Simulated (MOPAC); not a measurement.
MOPAC input (PM7):

```
PM7 FORCE THERMO(298,298) PRECISE LET GEO-OK AUX(PRECISION=9) THREADS=1
C3H9FSi

C     1.49359809 1   -0.85875088 1   -0.66823523 1
Si    0.00646524 1    0.00355695 1    0.04856922 1
C    -1.54411973 1   -0.98272782 1   -0.25447655 1
C    -0.15732589 1    1.72733193 1   -0.63748172 1
F     0.21461965 1    0.11785215 1    1.61095246 1
H     1.42215677 1   -0.97709270 1   -1.76432381 1
H     2.42369544 1   -0.29663029 1   -0.45675207 1
H     1.61875202 1   -1.86964361 1   -0.23444402 1
H    -2.42585895 1   -0.49456881 1    0.20379319 1
H    -1.46760064 1   -1.99562019 1    0.18594285 1
H    -1.75871870 1   -1.10692220 1   -1.33106521 1
H    -1.01687021 1    2.25888326 1   -0.18534336 1
H    -0.30657378 1    1.73085364 1   -1.73212349 1
H     0.74633059 1    2.33084115 1   -0.42550732 1
```

Output:

```
 *******************************************************************************
 **                                                                           **
 **                              MOPAC v23.2.5                                **
 **                                                                           **
 *******************************************************************************
 ** MOPAC's Digital Object Identifier: https://doi.org/10.5281/zenodo.6511958 **
 **                                                                           **
 ** Please cite the open-source release paper for use of this MOPAC version:  **
 ** J. E. Moussa and J. J. P. Stewart (2026)                                  **
 ** MOPAC: An open-source semiempirical molecular orbital program             **
 ** J. Open Source Softw., 11(119), 8025, https://doi.org/10.21105/joss.08025 **
 *******************************************************************************

                              PM7 CALCULATION RESULTS

 *******************************************************************************
 *  PM7        - The PM7 Hamiltonian to be used
 *  GEO-OK     - OVERRIDE INTERATOMIC DISTANCE AND OTHER SAFETY CHECKS
 *  LET        - OVERRIDE SOME SAFETY CHECKS
 *  PRECISE    - TIGHTER CRITERIA TO BE USED
 *  FORCE      - FORCE CALCULATION SPECIFIED
 *  AUX        - OUTPUT AUXILIARY INFORMATION
 *  THERMO     - THERMODYNAMIC QUANTITIES TO BE CALCULATED
 *******************************************************************************
PM7 FORCE THERMO(298,298) PRECISE LET GEO-OK AUX(PRECISION=9) THREADS=1
 C3H9FSi

   ATOM   CHEMICAL          X               Y               Z
  NUMBER   SYMBOL      (ANGSTROMS)     (ANGSTROMS)     (ANGSTROMS)

     1       C          1.49359809  *  -0.85875088  *  -0.66823523  *
     2      Si          0.00646524  *   0.00355695  *   0.04856922  *
     3       C         -1.54411973  *  -0.98272782  *  -0.25447655  *
     4       C         -0.15732589  *   1.72733193  *  -0.63748172  *
     5       F          0.21461965  *   0.11785215  *   1.61095246  *
     6       H          1.42215677  *  -0.97709270  *  -1.76432381  *
     7       H          2.42369544  *  -0.29663029  *  -0.45675207  *
     8       H          1.61875202  *  -1.86964361  *  -0.23444402  *
     9       H         -2.42585895  *  -0.49456881  *   0.20379319  *
    10       H         -1.46760064  *  -1.99562019  *   0.18594285  *
    11       H         -1.75871870  *  -1.10692220  *  -1.33106521  *
    12       H         -1.01687021  *   2.25888326  *  -0.18534336  *
    13       H         -0.30657378  *   1.73085364  *  -1.73212349  *
    14       H          0.74633059  *   2.33084115  *  -0.42550732  *

          CARTESIAN COORDINATES

    NO.       ATOM           X           Y           Z

     1         C          1.4936     -0.8588     -0.6682
     2        Si          0.0065      0.0036      0.0486
     3         C         -1.5441     -0.9827     -0.2545
     4         C         -0.1573      1.7273     -0.6375
     5         F          0.2146      0.1179      1.6110
     6         H          1.4222     -0.9771     -1.7643
     7         H          2.4237     -0.2966     -0.4568
     8         H          1.6188     -1.8696     -0.2344
     9         H         -2.4259     -0.4946      0.2038
    10         H         -1.4676     -1.9956      0.1859
    11         H         -1.7587     -1.1069     -1.3311
[...]
 FORCE CONSTANT      0.9726

 VIBRATION         32   11E           ATOM PAIR      ENERGY CONTRIBUTION    RADIAL
 FREQUENCY          2643.41         C  4 -- H 13         +37.3% ( 63.0%)     99.3%
 TRANSITION DIPOLE   0.4468         C  3 -- H 11         +20.9% ( 47.1%)     99.1%
 TRAVEL (Ang.)       0.3336         C  4 -- H 14         +12.7% ( 36.7%)     89.3%
 REDUCED MASS        0.2292         C  3 -- H 10         +10.7% ( 33.7%)     93.8%
 EFFECTIVE MASS      1.4630
 FORCE CONSTANT      0.9436

 VIBRATION         33    7A1          ATOM PAIR      ENERGY CONTRIBUTION    RADIAL
 FREQUENCY          2646.11         C  4 -- H 13         +21.0% ( 47.2%)     99.3%
 TRANSITION DIPOLE   1.0793         C  3 -- H 11         +21.0% ( 47.2%)     99.3%
 TRAVEL (Ang.)       0.3981         C  1 -- H  6         +21.0% ( 47.2%)     99.3%
 REDUCED MASS        0.1608         C  3 -- H 10          +6.0% ( 25.3%)     86.4%
 EFFECTIVE MASS      1.4710
 FORCE CONSTANT      0.6634

 VIBRATION         35   12E           ATOM PAIR      ENERGY CONTRIBUTION    RADIAL
 FREQUENCY          2738.62         C  4 -- H 13         +23.5% ( 46.5%)     96.8%
 TRANSITION DIPOLE   0.7003         C  4 -- H 14         +21.5% ( 44.5%)     96.2%
 TRAVEL (Ang.)       0.3877         C  4 -- H 12         +21.4% ( 44.4%)     96.2%
 REDUCED MASS        0.1638         C  3 -- H 11          +6.7% ( 24.9%)     96.8%
 EFFECTIVE MASS      1.1223
 FORCE CONSTANT      0.7237

 VIBRATION         36    8A1          ATOM PAIR      ENERGY CONTRIBUTION    RADIAL
 FREQUENCY          2744.92         C  4 -- H 13         +12.0% ( 33.1%)     96.6%
 TRANSITION DIPOLE   0.2837         C  1 -- H  6         +12.0% ( 33.1%)     96.6%
 TRAVEL (Ang.)       0.4740         C  3 -- H 11         +12.0% ( 33.1%)     96.6%
 REDUCED MASS        0.1093         C  3 -- H 10         +10.7% ( 31.3%)     96.0%
 EFFECTIVE MASS      1.1274         C  4 -- H 12         +10.7% ( 31.3%)     96.0%
 FORCE CONSTANT      0.4853         C  3 -- H  9         +10.7% ( 31.3%)     96.0%
                            C  1 -- H  7         +10.7% ( 31.3%)     96.0%
                            C  1 -- H  8         +10.7% ( 31.3%)     96.0%
                            C  4 -- H 14         +10.7% ( 31.3%)     96.0%

      SYMMETRY NUMBER FOR POINT-GROUP C3v =  3

          SYSTEM IS A GROUND STATE

 C3H9FSi

          MOLECULE IS NOT LINEAR

          THERE ARE 36 GENUINE VIBRATIONS IN THIS SYSTEM
          THIS THERMODYNAMICS CALCULATION IS LIMITED TO
          MOLECULES WHICH HAVE NO INTERNAL ROTATIONS

                    CALCULATED THERMODYNAMIC PROPERTIES
                                          *
   TEMP. (K)   PARTITION FUNCTION   H.O.F.    ENTHALPY  HEAT CAPACITY ENTROPY
                                   KCAL/MOL   CAL/MOLE    CAL/K/MOL  CAL/K/MOL

 298.00  VIB.     0.1210D+03                  3483.5090    22.5708    21.2206
         ROT.     0.4784D+05                   888.2803     2.9808    24.3943
         INT.     0.5791D+07                  4371.7893    25.5516    45.6149
         TRA.     0.8557D+27                  1480.4672     4.9680    39.4733
         TOT.                     -134.401    5852.2564    30.5196    85.0882

   *: NOTE: HEATS OF FORMATION ARE RELATIVE TO THE
            ELEMENTS IN THEIR STANDARD STATE AT 298K
              (=  Standard Enthalpy of Formation).

            Hvib:  Zero-point energy is not included.
                   frequencies of less than zero cm-1 are not included.
            Hrot = (3/2)RT
            Htra = (3/2)RT + pV = (5/2)RT

            Heat capacity is Cp, not Cv

          For more information, see: HTTP://OpenMOPAC.net/Manual/thermochemistry.html

           FORCE CONSTANT IN CARTESIAN COORDINATES (Millidynes/A)

    ATOM   CHEMICAL       X               Y               Z
   NUMBER   SYMBOL  FORCE CONSTANT  FORCE CONSTANT  FORCE CONSTANT

      1       C        5.023965        5.785738        5.809716
      2      Si        5.228006        5.449196        6.498498
      3       C        5.668865        5.140837        5.809717
      4       C        5.668864        5.549767        5.400789
      5       F        0.858853        1.401479        3.975643
      6       H        1.093418        1.201202        2.825338
      7       H        1.062448        3.501213        0.559171
      8       H        1.062455        1.364141        2.696236
      9       H        3.981294        0.582370        0.559167
     10       H        0.911022        1.515578        2.696232
     11       H        0.798646        1.495965        2.825347
     12       H        3.981295        0.567891        0.573645
     13       H        0.798646        1.074185        3.247127
     14       H        0.911016        3.638170        0.573646

 **********************
 *                    *
 * JOB ENDED NORMALLY *
 *                    *
 **********************

 == MOPAC DONE ==
```
